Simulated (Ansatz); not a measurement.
Computed with Ansatz on PBE0-D4/def2-TZVP structures; ΔE is electronic, products minus reactants. CCSD(T)/CBS is the MP2 limit (def2-TZVPP, def2-QZVPP) plus CCSD(T) − MP2 in def2-TZVPP, frozen cores. This one scheme is used for every species. DFT in def2-TZVPP. B3LYP here is the variant with VWN-RPA as its local correlation; programs differ in this. HSE06 is defined as in plane-wave codes. One conformer a species, not always the lowest.

Consider the redistribution: `O[SiH](F)[SiH2]F` + `N[Si]O` → `O[SiH2][SiH](O)F` + `N[Si]F`.

```csv
level,ΔE (kJ/mol),difference from CCSD(T)/CBS
LDA (SPW92),-11.8,-3.1
PBE-D4,-8.7,0.0
revPBE-D4,-8.2,0.5
BLYP-D4,-8.1,0.6
r2SCAN-D4,-8.6,0.1
B97M-V,-9.3,-0.6
PBE0-D4,-9.0,-0.3
B3LYP-D4,-8.6,0.1
r2SCANh-D4,-8.7,0.0
r2SCAN0-D4,-9.0,-0.3
HSE06-D4,-8.9,-0.2
BHLYP-D4,-8.9,-0.2
CAM-B3LYP-D4,-9.6,-0.9
ωB97X-V,-9.5,-0.8
ωB97M-V,-10.5,-1.8
B2PLYP,-7.9,0.8
PBE-QIDH,-8.7,0.0
PBE,-7.9,0.8
revPBE,-6.1,2.6
BLYP,-6.5,2.2
r2SCAN,-8.4,0.3
PBE0,-8.3,0.4
B3LYP,-7.4,1.3
r2SCANh,-8.5,0.2
HSE06,-8.3,0.4
CAM-B3LYP,-9.0,-0.3
LC-ωPBE,-9.6,-0.9
HF/def2-SVP,-11.7,-3.0
MP2/def2-SVP,-14.3,-5.6
CCSD/def2-SVP,-14.6,-5.9
CCSD(T)/def2-SVP,-14.8,-6.1
HF/def2-TZVPP,-5.8,2.9
MP2/def2-TZVPP,-8.3,0.4
SCS-MP2/def2-TZVPP,-7.7,1.0
CCSD/def2-TZVPP,-8.5,0.2
CCSD(T)/def2-TZVPP,-8.7,0.0
HF/def2-QZVPP,-5.5,3.2
MP2/def2-QZVPP,-8.2,0.5
SCS-MP2/def2-QZVPP,-7.5,1.2
CCSD/CBS(def2),-8.4,0.3
CCSD(T)/CBS,-8.7,0
```

Largest T1 diagnostic among the species: 0.014.

Leaving LDA and LC-ωPBE aside and taking each functional with its dispersion term where it has one, the values spread over 2.6 kJ/mol, from ωB97M-V to B2PLYP. LDA lies −3.8 kJ/mol from PBE without D4. At CCSD(T), def2-SVP lies −6.1 kJ/mol from the extrapolated value and def2-TZVPP +0.0 kJ/mol.
